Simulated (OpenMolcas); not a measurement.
O III: CASPT2 settings compared

```json
{"Program": "OpenMolcas", "Basis": "ANO-RCC-VDZP [3s2p1d]", "Scalar Hamiltonian": "DKH4, point nucleus", "Active space": "4 electrons in 4 orbitals (2s 2p)", "State averaging": "2S+1 = 3 even, 3 roots; 2S+1 = 1 even, 6 roots; 2S+1 = 5 odd, 1 root; 2S+1 = 3 odd, 9 roots; 2S+1 = 1 odd, 5 roots", "Spin-orbit coupling": "RASSI with atomic mean-field integrals over the reference wave functions, term energies averaged over their components"}
```

Methods on the same reference wave functions:
A. CASSCF
B. SS-CASPT2, IPEA 0.3 Eh, real shift 0.05 Eh (closed shells correlated: 1s)
C. SS-CASPT2, IPEA 0 Eh, sigma1 regulariser 0.4 Eh (closed shells correlated: 1s)
D. SS-CASPT2, IPEA 0.15 Eh, real shift 0.2 Eh (closed shells correlated: 1s)

Energies in cm-1 above 2s2 2p2 3P0, the measured ground level; measured values from Moore, Selected Tables of Atomic Spectra, NSRDS-NBS 3, section 11.

| Level | A | B | C | D | Measured |
| --- | --- | --- | --- | --- | --- |
| 2s2 2p2 3P0 | 0.0 | 0.0 | 0.0 | 0.0 | 0.0 |
| 2s2 2p2 3P1 | 102 | 101 | 101 | 101 | 113 |
| 2s2 2p2 3P2 | 300 | 300 | 300 | 300 |  |
| 2s2 2p2 1D2 | 22179 | 21220 | 21710 | 21450 | 20273 |
| 2s2 2p2 1S0 | 39635 | 43420 | 44070 | 43720 | 43186 |
| 2s 2p3 5S* 2 | 50074 | 56850 | 57560 | 57160 | 60325 |
| 2s 2p3 3D* 2 | 123257 | 120060 | 120070 | 120120 |  |
| 2s 2p3 3D* 1 | 123257 | 120060 | 120070 | 120120 |  |
| 2s 2p3 3D* 3 | 123258 | 120060 | 120070 | 120120 |  |
| 2s 2p3 3P* 0 | 145028 | 144080 | 144320 | 144230 |  |
| 2s 2p3 3P* 1 | 145028 | 144080 | 144320 | 144230 |  |
| 2s 2p3 3P* 2 | 145029 | 144080 | 144320 | 144230 |  |

Deviations, from unrounded energies. A percentage is the sum of absolute deviations over the sum of measured energies, with the sign that they share, or ± where signs differ.

```csv
Against measurement,Levels,A,B,C,D
mean absolute deviation (cm-1),4,3900,1200,1300,1200
fine structure of the ground term (%),1,-10.2,-10.3,-10.4,-10.3
other terms of the ground configuration (%),2,±8.6,+1.9,+3.7,+2.7
other configurations (%),1,-17.0,-5.8,-4.6,-5.2
```

B, D lie about equally close to measurement and A furthest from it. The largest miss of B in the table is 2s 2p3 5S* 2, by -3500 cm-1. The ranking rests on the paired levels alone, and a cruder setting can come out closer through cancelling errors.

Among B to D the level of the table that moves most is 2s 2p3 5S* 2, by 710 cm-1 (lowest in B, highest in C). Moves below CASPT2's spread within the term are not significant.

From A to B the spin-free energies of the other terms of 2s2 2p2 shown, above 3P, scale by factors of 0.96 to 1.10.

The lowest spin-free term lies below A's lowest term by 0.047 hartree in B, 0.051 hartree in C, 0.048 hartree in D.

CASPT2 does not keep the components of a term degenerate, so their means are used; among the terms shown or strongly mixed into the levels shown the widest spread is 100 cm-1 (2s 2p3 3D*, B). Computed and measured levels are paired by configuration, term and J; levels that our copy of the source lacks, or whose pairing is in doubt (as where it misses far off the trend of its configuration), stay unpaired and out of the deviations. Only configurations of the active space appear. The table leaves out levels that lie high or whose names do not pair safely across all columns.

* marks odd parity.
